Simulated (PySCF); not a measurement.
Geometries of 2 isomers of C3H5BOTe, from PBE0-D3(BJ)/def2-SVP geometry optimisation, gas phase, def2 core potentials past Kr (PySCF). One conformer each, no zero-point energy, no frequencies.

**Question.** Which isomer lies lower at this level?
A.
```xyz
11
angstrom
B      2.155    0.504   -0.305
O      0.869    0.652    0.070
C     -0.075   -0.350   -0.076
C     -1.447    0.114   -0.454
C     -2.308   -0.357    0.456
Te    -0.931   -1.260    1.793
H      2.885    1.448   -0.130
H      2.521   -0.542   -0.799
H      0.306   -1.180   -0.696
H     -1.668    0.701   -1.354
H     -3.398   -0.307    0.494
```
B.
```xyz
11
angstrom
B      0.397   -1.311    0.169
C      1.347   -0.102   -0.049
C      1.069    1.151    0.364
Te    -0.831    1.743    1.035
C     -1.628   -0.003    0.014
O     -0.949   -1.180    0.317
H      0.817   -2.438    0.300
H      2.376   -0.289   -0.381
H      1.830    1.940    0.395
H     -2.680   -0.103    0.310
H     -1.563    0.221   -1.063
```

**Answer.** B. That is `B1C=C[Te]CO1`, 29.6 kcal/mol below the other.

| SMILES | atoms numbered as above | E (Eh) | relative (kcal/mol) | relative (kJ/mol) | dipole (D) |
| --- | --- | --- | --- | --- | --- |
| B1C=C[Te]CO1 | [BH:1]1[CH:2]=[CH:3][Te:4][CH2:5][O:6]1 | -485.02257 | 0.0 | 0.0 | 1.58 |
| BO[C@@H]1C=C[Te]1 | [BH2:1][O:2][C@@H:3]1[CH:4]=[CH:5][Te:6]1 | -484.97544 | 29.6 | 123.7 | 1.34 |

As drawn, the higher has a four-membered ring, which the lower lacks.
